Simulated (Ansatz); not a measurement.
One change: `BB(N)C[SiH3]` becomes `BB(N)O`.

Ansatz, PBE0-D4/def2-TZVP geometries, multiplicity 1. Each molecule was computed in one conformer, which needn't be the lowest.

```csv
property,`BB(N)C[SiH3]`
HOMO energy (ωB97M-V/def2-TZVPP) / eV,-9.91
HOMO–LUMO gap (PBE0/def2-TZVPP) / eV,6.09
HOMO energy (PBE/def2-TZVPP) / eV,-6.41
LUMO energy (ωB97M-V/def2-TZVPP) / eV,0.29
HOMO energy (B3LYP/def2-TZVPP) / eV,-7.49
size of the dipole moment (PBE/def2-TZVPP) / D,1.87
```

(1) Give the same properties after the change, and the shifts. (Estimate.)

Answers

(1) Computed: 
```csv
property,`BB(N)O`,shift
HOMO energy (ωB97M-V/def2-TZVPP) / eV,-10.10,-0.19
HOMO–LUMO gap (PBE0/def2-TZVPP) / eV,5.68,-0.41
HOMO energy (PBE/def2-TZVPP) / eV,-6.35,0.06
LUMO energy (ωB97M-V/def2-TZVPP) / eV,-0.12,-0.41
HOMO energy (B3LYP/def2-TZVPP) / eV,-7.50,-0.01
size of the dipole moment (PBE/def2-TZVPP) / D,0.64,-1.23
```

With PBE0 the HOMO falls by 0.06 eV and the LUMO falls by 0.47 eV, so the gap narrows by about 0.41 eV. PBE moves the HOMO by 0.06 eV and ωB97M-V by -0.19 eV. The zero-point energy changes by -98.3 kJ/mol with -15 modes. Dipoles are sizes alone; their direction can turn.

Positive LUMOs are unbound, so they and the gaps depend on the basis.

B3LYP here is the variant with VWN-RPA as its local correlation; programs differ in this.
